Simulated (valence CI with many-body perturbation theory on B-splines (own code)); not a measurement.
The numbers below are computed, except where a source is named.
From CI to CI+MBPT in Pt70+

Method: configuration interaction combined with many-body perturbation theory (CI+MBPT): six valence electrons over a frozen Dirac-Fock core [He], a basis of 9 s, 9 p, 8 d, 6 f, 3 g, 1 h functions for each j, with the one-electron correlation potential Σ1, the two-electron term Σ2, the three-electron term Σ3, Breit, model QED; selected CI, second order for the rest, scaled by the run's own slope (own B-spline code, finite nucleus).

No measured spectrum was set against this ion. As an estimate, large intervals hold to a few tenths of a per cent, small ones and those within an open d or f shell to about a per cent. Among the levels kept, up to 1900 cm⁻¹ of a level comes from second order outside the variational space, and about a tenth of that is noise between levels of different J, which matters for small intervals.

Each rung adds one term. CI alone is the Dirac-Coulomb CI over the frozen core; QED comes last and gives the full result, which names the levels. Energies are above (2s^2 2p1/2^2 2p3/2^2) J=2 on the same rung, in Ry.

Levels are named by their leading jj configuration (3d3/2^4 stands for four electrons in 3d with j = 3/2), which in mixed levels can hold well under half, so a name can repeat and another be missing.

```tsv
Level	CI alone
(2s^2 2p1/2^2 2p3/2^2) J=0	4.10
(2s^2 2p1/2 2p3/2^3) J=1	132.49
(2s^2 2p1/2 2p3/2^3) J=2	134.56
(2s 2p1/2^2 2p3/2^3) J=2	165.63
(2s 2p1/2^2 2p3/2^3) J=1	172.08
(2s^2 2p3/2^4) J=0	268.73
(2s 2p1/2 2p3/2^4) J=0	299.06
(2s 2p1/2 2p3/2^4) J=1	302.39
(2p1/2^2 2p3/2^4) J=0	340.48
(2s^2 2p1/2^2 2p3/2 3s) J=2	707.52
(2s^2 2p1/2^2 2p3/2 3s) J=1	708.19
(2s^2 2p1/2^2 2p3/2 3p1/2) J=1	717.17
(2s^2 2p1/2^2 2p3/2 3p1/2) J=2	717.46
(2s^2 2p1/2^2 2p3/2 3p3/2) J=3	755.48
(2s^2 2p1/2^2 2p3/2 3p3/2) J=1	755.46
(2s^2 2p1/2^2 2p3/2 3p3/2) J=2	757.70
```

**Question.** What do these energies become with core correlation, Breit and QED?

**Answer.** (2s^2 2p1/2^2 2p3/2^2) J=0 4.85 (+0.749); (2s^2 2p1/2 2p3/2^3) J=1 131.36 (-1.127); (2s^2 2p1/2 2p3/2^3) J=2 132.74 (-1.816); (2s 2p1/2^2 2p3/2^3) J=2 163.88 (-1.754); (2s 2p1/2^2 2p3/2^3) J=1 170.55 (-1.524); (2s^2 2p3/2^4) J=0 266.26 (-2.470); (2s 2p1/2 2p3/2^4) J=0 296.22 (-2.841); (2s 2p1/2 2p3/2^4) J=1 299.13 (-3.263); (2p1/2^2 2p3/2^4) J=0 337.39 (-3.094); (2s^2 2p1/2^2 2p3/2 3s) J=2 706.89 (-0.628); (2s^2 2p1/2^2 2p3/2 3s) J=1 707.61 (-0.586); (2s^2 2p1/2^2 2p3/2 3p1/2) J=1 716.66 (-0.509); (2s^2 2p1/2^2 2p3/2 3p1/2) J=2 716.75 (-0.703); (2s^2 2p1/2^2 2p3/2 3p3/2) J=3 754.29 (-1.186); (2s^2 2p1/2^2 2p3/2 3p3/2) J=1 754.34 (-1.120); (2s^2 2p1/2^2 2p3/2 3p3/2) J=2 756.62 (-1.080).

**Question.** How does the ionisation energy move along the ladder, and which term matters most?

**Answer.** CI alone 18300, + Σ1 18300, + Σ2 18301, + Σ3 18300, + Breit 18282, + QED 18279 eV. The largest step is Breit, -19 eV. NIST lists 18280 ± 60 eV (theoretical).
